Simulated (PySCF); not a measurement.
Below is a simulated gas-phase Si 2p photoelectron spectrum of Si(GeH3)4, `[GeH3][Si]([GeH3])([GeH3])[GeH3]`.

Every computed line was given a Gaussian of 0.8 eV full width at half maximum and an area set by the number of equivalent atoms (split 2:1 within a doublet); the highest printed point is 100. Computed with PySCF, delta-SCF UKS SCAN, pcX-2 on the ionised atom, pcseg-1 elsewhere, spin-free X2C.

binding energy (eV), intensity and a bar:
```
    104.7          0 
    104.8          1 
    104.9          1 
    105.0          3 #
    105.1          6 ##
    105.2         12 ####
    105.3         21 ######
    105.4         33 ##########
    105.5         48 ###############
    105.6         65 ####################
    105.7         81 ########################
    105.8         93 ############################
    105.9         99 ##############################
    106.0        100 ##############################
    106.1         96 #############################
    106.2         89 ###########################
    106.3         80 ########################
    106.4         71 #####################
    106.5         62 ###################
    106.6         53 ################
    106.7         43 #############
    106.8         33 ##########
    106.9         24 #######
    107.0         16 #####
    107.1         10 ###
    107.2          6 ##
    107.3          3 #
    107.4          1 
    107.5          1 
    107.6          0 
    107.7          0
```

Question: Count the maxima, the lines and the sites behind this envelope.

Answer: The curve has 1 maximum (at 106.0 eV). Under it lie 2 lines from 1 inequivalent silicon site, drawn as a 2p3/2, 2p1/2 pair. At this width some lines have no maximum of their own.

Question: Decompose the envelope and assign each component. Bonds: Si1–Ge2, Si1–Ge6, Si1–Ge10, Si1–Ge14. Hydrogens: H3, H4, H5 on Ge2; H7, H8, H9 on Ge6; H11, H12, H13 on Ge10; H15, H16, H17 on Ge14.

Answer: 
```
position (eV)  relative area      line  atoms             environment
       105.88           0.67  Si 2p3/2    Si1  silicon bonded to 4 Ge
       106.51           0.33  Si 2p1/2    Si1  silicon bonded to 4 Ge
```

No satellites, vibrations or lifetime broadening are included. For 2p shells one spin-free hole was relaxed; a mean-field spin–orbit operator and the ground-state splitting of the three 2p orbitals were then diagonalised within the shell. The shell's mean is (2 × 2p3/2 + 2p1/2)/3, and the degeneracies 2j + 1 give areas of 2:1. 2p1/2 minus 2p3/2 (ligand field included): Si 0.62 eV. Geometry: PBE0-D3(BJ)/def2-SVP; no solvent, vibrations or thermal averaging.
